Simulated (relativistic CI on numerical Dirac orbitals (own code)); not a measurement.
**Crystal-field levels of Os³⁺, 5d5**

Calculated by Dirac-Coulomb-Breit CI, orbitals from a KLI potential per configuration, a model potential for QED, valence Slater integrals scaled by 0.8, one configuration in a parametric crystal field (own radial code).

Field parameters in Wybourne normalisation: Oh B⁴₀ = 21Dq, B⁴₄ = √(5/14) B⁴₀. The field is a parameter set, without covalency.

S is read from ⟨S²⟩ = S(S + 1).

Site symmetry Oh; labels are those of the double group. Computed levels in cm⁻¹ above the lowest, in rising order:

```tsv
Δ (size of 10Dq)	Lowest	No. 2	No. 3	No. 4	No. 5	No. 6	No. 7	No. 8
7000	Γ7	116 Γ8	10528 Γ7	14250 Γ8	15328 Γ8	16716 Γ6	17157 Γ7	17446 Γ8
12600	Γ7	836 Γ8	5347 Γ7	10393 Γ8	11420 Γ8	13267 Γ6	13974 Γ8	14787 Γ7
18250	Γ7	5016 Γ8	7644 Γ7	8458 Γ8	12914 Γ8	14227 Γ6	15191 Γ8	16524 Γ7
23850	Γ7	6641 Γ8	12783 Γ8	14265 Γ7	17219 Γ8	18286 Γ6	20973 Γ8	21756 Γ7
29450	Γ7	6525 Γ8	18518 Γ8	20316 Γ7	22035 Γ8	23047 Γ6	26558 Γ6	26720 Γ8
35050	Γ7	6370 Γ8	24053 Γ8	25857 Γ7	27096 Γ8	28098 Γ6	31615 Γ6	31933 Γ8
40650	Γ7	6239 Γ8	29522 Γ8	31262 Γ7	32304 Γ8	33307 Γ6	36824 Γ6	37181 Γ8
```

Ground-state S against |10Dq| in cm⁻¹: 7000: 2.35, 12600: 2.02, 18250: 0.99, 23850: 0.71, 29450: 0.62, 35050: 0.58, 40650: 0.56.

The spin changes between |10Dq| = 12600 and 18250 cm⁻¹.
